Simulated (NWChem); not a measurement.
Molecule: Si2H5O2F; SMILES O[Si](O)(F)[SiH3]

```xyz
10

O     -1.4264    -0.9048    -0.7092
Si    -0.0196    -0.4235    -0.0113
O      0.0915    -1.1680     1.4615
F      1.2614    -0.9243    -0.8836
Si     0.0160     1.9050     0.0448
H     -1.6841    -1.8250    -0.5865
H      0.9652    -1.2555     1.8537
H      1.2963     2.3630     0.6676
H     -0.0756     2.4656    -1.3361
H     -1.1242     2.4122     0.8654
```
Atoms are numbered in this order, from 1.

All runs: NWChem. Medium grid unless said otherwise, to which SCAN and Minnesota functionals are sensitive. Structure relaxed at the PBE0/def2-SVP level.

For level LDA (Slater exchange, VWN5)/def2-SVP:

- highest occupied level (eV): -7.10
- orbital gap (eV): 6.52

### Question
Estimate the same quantities for level M06-2X/def2-SVP.

### Answer
| Quantity | Value |
|---|---|
| highest occupied level (eV) | -9.59 |
| orbital gap (eV) | 10.81 |
